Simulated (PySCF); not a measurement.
Frontier levels across methods

Species: CF3CH2CN, C₃H₂F₃N.
Geometry (PBE0-D3(BJ)/def2-SVP, Å), atoms numbered from 1 in this order:
```
atom  x, y, z in Å
N1     2.5590   -0.2055    0.6851
C2     1.4673    0.1296    0.5077
C3     0.0945    0.5617    0.2988
C4    -0.7468   -0.4538   -0.4559
F5    -0.8117   -1.6104    0.1955
F6    -1.9871    0.0152   -0.5934
F7    -0.2540   -0.6865   -1.6690
H8    -0.3872    0.7479    1.2705
H9     0.0825    1.5041   -0.2692
```

Basis pcSseg-2 throughout (PySCF), one geometry. Geometry: PBE0-D3(BJ)/def2-SVP; no solvent, vibrations or thermal averaging.

How do the orbital energies, the gap and the dipole change with the method?

```tsv
method	kind	HOMO (eV)	LUMO (eV)	gap (eV)	μ (D)	SCF cycles
BLYP	GGA	-8.54	-1.13	7.41	3.26	15
PBE	GGA	-8.67	-1.20	7.47	3.26	15
KT3	GGA	-8.68	-1.19	7.49	3.20	15
LDA	LDA	-8.88	-1.46	7.42	3.34	14
B3LYP	global hybrid	-9.83	-0.50	9.33	3.32	14
PBE0	global hybrid	-10.07	-0.20	9.88	3.33	14
BHandHLYP	global hybrid	-11.34	0.54	11.88	3.40	13
wB97X-D	range-separated hybrid	-11.99	1.63	13.62	3.35	14
```

The HOMO spans 3.45 eV, from BLYP down to wB97X-D, and the gap runs from 7.41 eV (BLYP) to 13.62 eV (wB97X-D). Over the methods BLYP (0 %), PBE (0 %), KT3 (0 %), LDA (0 %), B3LYP (20 %), PBE0 (25 %), BHandHLYP (50 %), a straight line through the gap against the share of exact exchange rises by 0.90 eV for each 10 % (correlation coefficient 0.999). The dipole ranges from 3.20 D (KT3) to 3.40 D (BHandHLYP). This basis has no diffuse functions.
